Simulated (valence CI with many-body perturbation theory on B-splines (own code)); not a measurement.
**Rb XXXI in brief**

Level of theory: configuration interaction combined with many-body perturbation theory (CI+MBPT): five valence electrons over a frozen Dirac-Fock core [He], a basis of 9 s, 9 p, 8 d, 6 f, 3 g, 1 h functions for each j, with the one-electron correlation potential Σ1, the two-electron term Σ2, the three-electron term Σ3, Breit, model QED; selected CI, second order for the rest (own B-spline code, finite nucleus).

The last digits are not significant, and no measured levels were compared; by estimate large intervals hold to a few tenths of a per cent, small ones and those within an open d or f shell to about a per cent. Among the levels kept, up to 1500 cm⁻¹ of a level comes from second order outside the variational space, and about a tenth of that is noise between levels of different J, which matters for small intervals.

Levels are named by their leading jj configuration (3d3/2^4 stands for four electrons in 3d with j = 3/2), which in mixed levels can hold well under half, so a name can repeat and another be missing.

Rates and lifetimes use the calculated energies. Strong lines usually hold to 10 to 20 %, long lifetimes can be off by a factor of two.

**Question.** What is the ground level?

**Answer.** (2s^2 2p1/2^2 2p3/2) J=3/2, composition 45 % 2s²2p³ ⁴S° + 36 % 2s²2p³ ²P° + 19 % 2s²2p³ ²D°, g = 1.524.

**Question.** Where does the other parity begin?

**Answer.** At (2s 2p1/2^2 2p3/2^2) J=5/2, 183.9 eV.

**Question.** Among levels below 2260.1 eV, which E1 lines absorb most strongly from the ground level?

**Answer.** to (2s^2 2p1/2 2p3/2 3d3/2) J=3/2 at 0.5681 nm, f = 0.407; to (2s^2 2p1/2^2 3d5/2) J=5/2 at 0.5856 nm, f = 0.362; to (2s^2 2p1/2 2p3/2 3d3/2) J=5/2 at 0.5686 nm, f = 0.355.

**Question.** What are the static dipole polarisabilities of the lowest levels?

**Answer.** (2s^2 2p1/2^2 2p3/2) J=3/2 0.00226 (tensor 0.00028); (2s^2 2p1/2 2p3/2^2) J=3/2 0.00255 (tensor 0.00023); (2s^2 2p1/2 2p3/2^2) J=5/2 0.00239 (tensor 0.00017); (2s^2 2p1/2 2p3/2^2) J=1/2 0.00218 bohr³, of which the core gives 4.63e-06.

**Question.** How well does LS coupling describe the low levels?

**Answer.** Among the lowest 20 levels the leading LS term, summed over configurations, holds 69 % on average. For single configurations the figures are 68 % in LS and 91 % in jj coupling. Terms mix most in the J = 3/2 level at 2064.3 eV, where the leading one holds 31 %.

**Question.** What is the ionisation energy?

**Answer.** 3598.4 eV; NIST lists 3600 ± 30 eV (semi-empirical).

**Question.** Name the longest-lived excited levels whose lifetime is computed, and their main decay.

**Answer.** (2s^2 2p1/2 2p3/2^2) J=5/2 at 67.4 eV lives 3.02 μs, mostly by M1 to (2s^2 2p1/2^2 2p3/2) J=3/2; (2s^2 2p1/2 2p3/2^2) J=3/2 at 54.1 eV lives 560 ns, mostly by M1 to (2s^2 2p1/2^2 2p3/2) J=3/2; (2s^2 2p1/2 2p3/2^2) J=1/2 at 84.8 eV lives 476 ns, mostly by M1 to (2s^2 2p1/2^2 2p3/2) J=3/2.
